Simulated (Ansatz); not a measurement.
Reaction (substitution at a C–B bond): `FB(F)c1ccccc1` + HCl → `Clc1ccccc1` + `FBF`

Calculated with Ansatz (gas phase, PBE0-D4/def2-TZVP geometries, no zero-point term in ΔE). CCSD(T)/CBS is the MP2 limit (def2-TZVPP, def2-QZVPP) plus CCSD(T) − MP2 in def2-TZVPP, frozen cores. This one scheme is used for every species. Functionals use def2-TZVPP. One conformer a species, not always the lowest.

`FB(F)c1ccccc1`:

Cartesian coordinates in Å:
```
F 2.842 -0.210 -1.638
B 2.342 0.142 -0.465
F 3.207 0.577 0.438
C 0.831 0.051 -0.165
C -0.062 -0.411 -1.136
C -1.418 -0.493 -0.869
C -1.899 -0.115 0.377
C -1.027 0.345 1.354
C 0.328 0.427 1.084
H 0.317 -0.705 -2.109
H -2.102 -0.852 -1.629
H -2.961 -0.180 0.588
H -1.407 0.639 2.326
H 1.011 0.786 1.846
```

HCl:

Z-matrix (Å, degrees):
```
Cl
H 1 1.279
```

`Clc1ccccc1`:

Cartesian coordinates in Å:
```
Cl -0.553 2.881 0.829
C -0.240 1.247 0.359
C 0.607 0.468 1.131
C 0.854 -0.842 0.747
C 0.262 -1.364 -0.393
C -0.583 -0.570 -1.154
C -0.839 0.741 -0.783
H 1.064 0.885 2.019
H 1.516 -1.455 1.348
H 0.458 -2.388 -0.687
H -1.050 -0.971 -2.046
H -1.497 1.369 -1.370
```

`FBF`:

```xyz
4

F     1.063    0.490   -0.550
B    -0.036    0.011   -0.014
F     0.081   -0.828    0.990
H    -1.108    0.328   -0.426
```

| species | LDA (SPW92) energy (Eh) |
| --- | --- |
| `FB(F)c1ccccc1` | -452.83125 |
| HCl | -459.31375 |
| `Clc1ccccc1` | -688.32525 |
| `FBF` | -223.79053 |

Q: Work out ΔE.

A: ΔE = (-688.32525) + (-223.79053) − (-452.83125) − (-459.31375) = 0.02922 Eh = +76.7 kJ/mol. CCSD(T)/CBS gives +79.2 kJ/mol.

Largest T1 diagnostic among the species: 0.013.

From r2SCAN to r2SCAN0 (25 % exact exchange), in def2-TZVPP and without D4, ΔE moves by +3.1 kJ/mol. In def2-TZVPP, CCSD(T) changes the Hartree–Fock value by −3.7 kJ/mol (the triples alone add −2.4 kJ/mol) and MP2 by −9.9 kJ/mol.
